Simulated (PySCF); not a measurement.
C6H14NP.
Structure used (PBE0-D3(BJ)/def2-SVP), in Å, numbered top down from 1:
```
atom  x, y, z in Å
C1     3.427   -0.594    0.783
C2     2.170   -1.042    0.884
P3     0.878   -0.984   -0.389
C4     1.469    0.337   -1.526
C5    -0.395    0.010    0.559
N6    -1.548    0.289   -0.263
C7    -2.317    1.411    0.210
C8    -2.363   -0.874   -0.512
H9     4.149   -0.751    1.589
H10    3.790   -0.065   -0.104
H11    1.877   -1.583    1.794
H12    0.583    0.685   -2.077
H13    1.916    1.188   -0.988
H14    2.196   -0.062   -2.249
H15    0.068    0.963    0.865
H16   -0.644   -0.542    1.495
H17   -1.677    2.302    0.296
H18   -3.122    1.642   -0.505
H19   -2.790    1.235    1.204
H20   -2.861   -1.258    0.408
H21   -1.745   -1.686   -0.923
H22   -3.147   -0.635   -1.247
```

Computed at PBE0/pcSseg-1 (PySCF, non-relativistic), with Q(14N) = 0.02044 b: N6, 14N (I = 1): χzz = -6.327 MHz, η = 0.045.

Q: Where would the pure quadrupole (NQR) lines of 14N at N6 fall for the rigid, isolated species?

A: From ν± = (3/4)|χ|(1 ± η/3) and ν0 = |χ|η/2: ν+ 4.817 MHz, ν− 4.673 MHz, ν0 0.143 MHz (tertiary amine nitrogen).

In a crystal, neighbours and librations shift these lines. The small basis limits the accuracy of the gradients.

One conformer stands for the species.
